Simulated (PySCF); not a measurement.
germylsilane (H6GeSi), singlet, geometry from GFN2-xTB. Base run: WB97X/6-31G** run with PySCF.

The PySCF input:
```python
from pyscf import gto, scf, dft

mol = gto.Mole()
mol.atom = '''
    Si   -1.56704071    0.16693932    0.03758954
    Ge    0.74957058   -0.07985294   -0.01798040
    H    -2.14643979   -0.68810588    1.07390640
    H    -1.92532104    1.55570653    0.32693199
    H    -2.15072553   -0.20470937   -1.25157588
    H     1.24574300   -1.41299042   -0.49700975
    H     1.48093017    0.88627488   -0.90376928
    H     1.44812445    0.08196777    1.30063566
'''
mol.basis = '6-31g**'
mol.verbose = 4
mol.build()

mf = dft.RKS(mol)
mf.xc = 'wb97x'
mf.kernel()
mf.analyze()
```

Variants of this job, named by their change:

| change | ΔE vs base (mEh) | grid points | electrons on the grid |
|---|---|---|---|
| base | 0.000 | 98672 | 52.00000 |
| grids.level = 7 | 0.000 | 474832 | 52.00000 |
| grids.becke_scheme = stratmann | 0.001 | 98672 | 52.00000 |
| grids.level = 4 | 0.002 | 153352 | 52.00000 |
| grids.atom_grid = (150, 974) | 0.000 | 644880 | 52.00000 |
| grids.level = 0 | -13.644 | 7792 | 52.00371 |
| grids.prune = off | -0.002 | 164384 | 52.00000 |
| grids.radi_method = gauss_chebyshev | -0.022 | 96904 | 52.00000 |
| grids.level = 1 | -0.136 | 28664 | 52.00001 |
| grids.atom_grid = (30, 110) | 4.269 | 19744 | 51.99991 |
| grids.radi_method = delley | 0.001 | 105544 | 52.00000 |
